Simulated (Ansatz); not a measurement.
All numbers were calculated with Ansatz.

Basis-set series for CH₅BClFSn (`[CH3][SnH]([F])[BH]Cl`). Charge 0, multiplicity 1. Sn: def2 effective core potential. All single points use the PBE0-D4/def2-TZVP geometry. It is one conformer, not always the lowest.

```
functional       basis  functions  energy (Eh)  HOMO (eV)  LUMO (eV)
   PBE0-D4  def2-TZVPP        255   -840.11436      -7.77      -2.56
   PBE0-D4  def2-QZVPP        473   -840.13993      -7.79      -2.59
   ωB97M-V  def2-TZVPP        255   -840.29983      -9.87      -0.57
   ωB97M-V  def2-QZVPP        473   -840.32437      -9.89      -0.62
```

(1) Give the rows for def2-SVP. (Estimate.)

Answers

(1) The calculation gave: 
```
functional     basis  functions  energy (Eh)  HOMO (eV)  LUMO (eV)
   PBE0-D4  def2-SVP        111   -839.74405      -7.66      -2.42
   ωB97M-V  def2-SVP        111   -839.92277      -9.73      -0.35
```
